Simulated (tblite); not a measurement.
Compound: C3H9N3Si2.
Cartesian coordinates in Å at the GFN2-xTB level; atoms count from 1:
```xyz
17
C3H9N3Si2 angstrom
N      0.0600    1.3620    3.5396
C     -0.0764    1.2919    2.4048
Si    -0.2240    1.2334    0.5407
N     -1.7755    0.6140    0.1567
C     -1.6840   -0.3812   -0.8906
C     -0.3384   -1.0719   -0.6819
N      0.6105   -0.0809   -0.2098
Si     2.2939   -0.4780   -0.1870
H      0.2337    2.5125   -0.0049
H     -2.6270    1.1486    0.1542
H     -2.5084   -1.0951   -0.8084
H     -1.7204    0.0783   -1.8880
H      0.0192   -1.5218   -1.6116
H     -0.4472   -1.8715    0.0608
H      2.5618   -1.5802    0.7446
H      2.9702    0.7484    0.2200
H      2.6449   -0.8962   -1.5492
```

Level: GFN2-xTB in tblite, geometry and Hessian alike; calculated harmonic values, unscaled, isolated species. Against measured fundamentals such values can be off by several per cent, at times by over 20. Modes of hydrogen on silicon can be 10 to 20 % off. One conformer, not necessarily the lowest.

Harmonic wavenumbers (cm⁻¹): 54.0, 65.0, 100.9, 119.3, 192.1, 204.2, 226.9, 309.9, 321.3, 371.5, 449.0, 536.7, 570.2, 583.6, 597.7, 621.7, 655.1, 723.5, 746.7, 791.0, 815.1, 863.7, 890.2, 982.7, 1064.8, 1082.3, 1108.6, 1159.9, 1194.3, 1194.9, 1263.2, 1325.5, 1358.7, 1489.1, 1498.8, 2206.5, 2224.2, 2250.3, 2296.6, 2363.8, 2864.9, 2890.7, 2945.8, 2950.8, 3491.8.

A = 1674, B = 1332, C = 835.7 MHz; mass 143.034 u (most abundant isotopes); point group C1, symmetry number 1.

Problem. What is the zero-point energy?

Solution. ½Σν̃ = 26009 cm⁻¹ = 74.36 kcal/mol.

Problem. What is S at 273.15 K and 1 bar for an ideal gas of classical rigid rotors and harmonic oscillators?

Solution. Translation 40.38, rotation 29.27, vibration 28.12: S = 97.8 cal/(mol K).

Problem. And Cp and H(273.15 K) − H(0)?

Solution. Cp = 37.66 cal/(mol K), of which vibrations give 29.71 (their classical limit is 45 R = 89.4); H(273.15 K) − H(0) = 6.28 kcal/mol without the zero-point energy, 4.11 from vibrations.

Problem. Blend soft modes into free rotors: weight 1/[1 + (100 cm⁻¹/ν̃)⁴] for the oscillator and the rest for a rotor with moment μB/(μ + B), μ = h/(8π²ν), B = 10⁻⁴⁴ kg m². What vibrational entropy results?

Solution. 25.98 cal/(mol K) in place of 28.12, which changes −T·S at 273.15 K by +0.59 kcal/mol.

Problem. Which modes carry the vibrational entropy at 273.15 K?

Solution. 54.0 cm⁻¹: 4.49; 65.0 cm⁻¹: 4.13; 100.9 cm⁻¹: 3.27; 119.3 cm⁻¹: 2.94; 192.1 cm⁻¹: 2.05; 204.2 cm⁻¹: 1.94 cal/(mol K); the other 39 give 9.31 together.

Hindered rotation and anharmonicity are outside this model. Other conformers, if any are populated, would add a mixing term that is left out. The structure is chiral; the term R ln 2 for an equal mix with its mirror image is left out.
